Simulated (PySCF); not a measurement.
C6H13O3 (SMILES COC[CH]OCCOC), doublet, at a GFN2-xTB geometry. Base run: PySCF with MP2/STO-3G.

The PySCF input:
```python
from pyscf import gto, scf, mp

mol = gto.Mole()
mol.atom = '''
    C     3.360642    1.134120    0.156559
    O     2.629531    0.115883    0.789423
    C     2.221333   -0.941727   -0.098043
    C     1.253148   -0.538949   -1.140894
    O     0.001292   -0.064270   -0.881940
    C    -0.486887   -0.170923    0.436255
    C    -1.862978    0.482592    0.494992
    O    -2.830094   -0.449721    0.076098
    C    -4.121562    0.093475    0.001474
    H     4.261246    0.732733   -0.324647
    H     3.648771    1.835635    0.937381
    H     2.758903    1.654516   -0.597364
    H     3.109779   -1.362588   -0.587364
    H     1.800548   -1.688201    0.584001
    H     1.568556   -0.284215   -2.137164
    H     0.201098    0.323221    1.133347
    H    -0.590977   -1.225751    0.720673
    H    -1.871431    1.366322   -0.159982
    H    -2.074800    0.808660    1.525795
    H    -4.454279    0.465296    0.979395
    H    -4.166874    0.917907   -0.721024
    H    -4.778559   -0.710206   -0.323757
'''
mol.basis = 'sto-3g'
mol.charge = 0
mol.spin = 1
mol.verbose = 4
mol.build()

mf = scf.UHF(mol)
mf.kernel()

pt = mp.MP2(mf, frozen=9)
pt.kernel()
print('E(MP2) = %.10f' % pt.e_tot)
```

The base run was repeated with changes; each row names its change, and settings that it needs were set with it.

```json
[
 {"change": "base", "basis functions": "58", "E (Eh)": "-453.87391", "MP2 correlation (Eh)": "-0.39674", "SCF-reference HOMO (eV)": "-6.66", "SCF-reference dipole (D)": "0.97"},
 {"change": "basis = 3-21G", "basis functions": "107", "E (Eh)": "-457.58450", "MP2 correlation (Eh)": "-0.87057", "SCF-reference HOMO (eV)": "-8.51", "SCF-reference dipole (D)": "1.40"},
 {"change": "basis = pcseg-0", "basis functions": "107", "E (Eh)": "-458.78659", "MP2 correlation (Eh)": "-0.88641", "SCF-reference HOMO (eV)": "-8.75", "SCF-reference dipole (D)": "1.65"},
 {"change": "basis = 6-31G", "basis functions": "107", "E (Eh)": "-459.93017", "MP2 correlation (Eh)": "-0.88015", "SCF-reference HOMO (eV)": "-8.73", "SCF-reference dipole (D)": "1.55"}
]
```

Totals compare only among sets that treat the same electrons; sets with core potentials leave the core out.

Open shells are given as the SCF converged; they aren't shown to be the lowest states, and a large step between rows can be another state.
